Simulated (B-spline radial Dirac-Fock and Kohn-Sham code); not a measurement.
Z = 53 (iodine), transition energy 341 keV. The computed values come from a radial finite-basis atomic code: a Dirac-Hartree-Slater potential of the neutral atom with a Latter tail (no hole, which puts coefficients of high multipoles low close above an edge), finite nucleus with surface currents. Subshells that would emit electrons below 1 keV are left out.

Q: A pure transition shows α(K) = 0.0233, L1/L2 = 19.2 and L1/L3 = 77.0. What is its multipolarity?
A. M1
B. E1
C. M4
D. M3
E. E4
F. E2
G. M2
H. E3

A: A. For comparison, α(K), L1/L2, L1/L3 are E1 0.00620, 17.9, 13.8; E2 0.0224, 3.80, 4.74; E3 0.0716, 1.18, 1.94; E4 0.223, 0.521, 0.973; M2 0.0918, 11.3, 25.2; M3 0.317, 7.35, 7.39; M4 1.08, 5.28, 3.31.
